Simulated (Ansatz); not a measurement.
Ideal-gas functions of CH3BO2S, SMILES `OB1OC1S` at 298.15 K and 1 bar, from an Ansatz frequency run at PBE0-D4/def2-TZVP.

Molar mass 89.91 g/mol, point group C1 (symmetry number 1), electronic degeneracy 1, moments of inertia 48.292, 215.719, 246.134 u Å². Harmonic wavenumbers (cm⁻¹, unscaled): 152, 286, 359, 399, 491, 526, 646, 742, 877, 940, 970, 1071, 1256, 1260, 1726, 2680, 3163, 3905.

Use S(trans) = R[1.5 ln M + 2.5 ln T − 1.1517]; rotational temperatures θ = 24.2544 K / I; S(rot) = R[ln(√π/σ · √(T³/θAθBθC)) + 1.5]; for each mode x = 1.438777 ν̃/T, S = R[x/(eˣ − 1) − ln(1 − e⁻ˣ)] and H = RT x/(eˣ − 1); 1 cm⁻¹ = 0.0119627 kJ/mol; R = 8.31446 J/(mol·K).

Problem. By hand: the entropy, in J/(mol·K).

Solution. Translation 165.0. Rotation: θ = 0.5022, 0.1124, 0.0985 K, giving 109.9. Vibration, mode by mode: 11.08, 6.27, 4.71, 4.04, 2.85, 2.49, 1.58, 1.09, 0.64, 0.50, 0.44, 0.29, 0.14, 0.13, 0.02, 0.00, 0.00, 0.00, in all 36.3. Electronic 0.0. Sum 311.2 J/(mol·K).

Problem. By hand: H − E and G − E in kJ/mol, counted from the electronic energy.

Solution. Zero-point energy ½ × 21449 × 0.0119627 = 128.3; thermal vibration 6.9; translation, rotation and pV give 4 RT = 9.9. H − E = 145.1 kJ/mol, and G − E = 145.1 − 298.15 × 311.2/1000 = 52.3 kJ/mol.

Vibration gives 12 % of the entropy. The sum counts one conformer and one mirror image; others add a mixing term.
